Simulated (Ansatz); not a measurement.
Gas-phase electronic energies from Ansatz, PBE0-D4/def2-TZVP geometries. CBS: MP2 limit from def2 TZ/QZ plus the TZ coupled-cluster correction, frozen cores. This one scheme is used for every species. DFT in def2-TZVPP. B3LYP here is the variant with VWN-RPA as its local correlation; programs differ in this. Triplets are unrestricted, without spin–orbit coupling.

Consider the formal loss of a carbene: `C[CH]1[CH2][Al]1[CH3]` → `[CH3][Al]1[CH2][CH2]1` + `[CH2]` (triplet).

```csv
level,ΔE (kcal/mol)
PBE0-D4,102.6
ωB97X-V,105.3
B3LYP,98.8
CCSD(T)/def2-TZVPP,100.6
```

(1) What does CCSD(T)/CBS give? (Estimate.)

Largest T1 diagnostic among the species: 0.011.

Results:

(1) The calculation gave: +103.2 kcal/mol. The listed levels differ from it by -0.6, 2.1, -4.4, -2.6 kcal/mol.

The D4 term adds +2.5 kcal/mol with B3LYP and +1.4 kcal/mol with PBE0; it sums over pairs of atoms, weighted by their polarisabilities, and B3LYP, whose exchange is more repulsive, gets the larger term. In def2-TZVPP, CCSD(T) changes the Hartree–Fock value by +33.4 kcal/mol (the triples alone add +2.8 kcal/mol) and MP2 by +36.7 kcal/mol. From PBE to PBE0 (25 % exact exchange), in def2-TZVPP and without D4, ΔE moves by −2.0 kcal/mol.
